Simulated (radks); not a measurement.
Results of a calculation; reference values are marked as such.
Spherical jellium clusters: N electrons in a uniform positive sphere of charge N and radius rs N^(1/3), rs = 5.76 bohr. Level of theory: non-relativistic Kohn-Sham, LDA (Slater exchange, Perdew-Wang correlation), spin-polarised, spherical densities (a radial shooting solver with Libxc functionals). Levels are named by radial order and angular momentum (1s, 1p, 1d, 2s, ...), and open shells are averaged over m.

N = 21, configuration 1s2 1p6 1d10 2s2 1f(up 1, down 0). This is the lowest configuration that the search found. Occupied and some empty levels:

level,occupation,eigenvalue (eV),<r> (bohr)
1s up,1,-3.3158,10.50
1s down,1,-3.2859,10.40
1p up,3,-3.0007,11.77
1p down,3,-2.9634,11.72
1d up,5,-2.5531,12.69
1d down,5,-2.5121,12.68
2s up,1,-2.1440,9.582
2s down,1,-2.1283,9.635
1f up,1,-1.9987,13.49
1f down,0,-1.9563,13.50
2p up,0,-1.4787,11.68
2p down,0,-1.4603,11.70
1g up,0,-1.3581,14.27
1g down,0,-1.3164,14.30
2d up,0,-0.83373,13.98
2d down,0,-0.81365,14.02

Energy (eV): total -37.2212, kinetic 18.813, external -903.63, Hartree 451.12, exchange-correlation -56.609, background 453.08.

Electron density:

r (bohr),n(r) (e/bohr^3)
1.12,0.001797
3.00,0.001556
4.87,0.001269
6.74,0.001155
8.62,0.001291
10.5,0.001489
12.4,0.001396
14.2,0.0008942
16.1,0.0003622
18.0,0.0001017
19.9,0.00002304
21.7,4.688e-06
23.6,8.898e-07
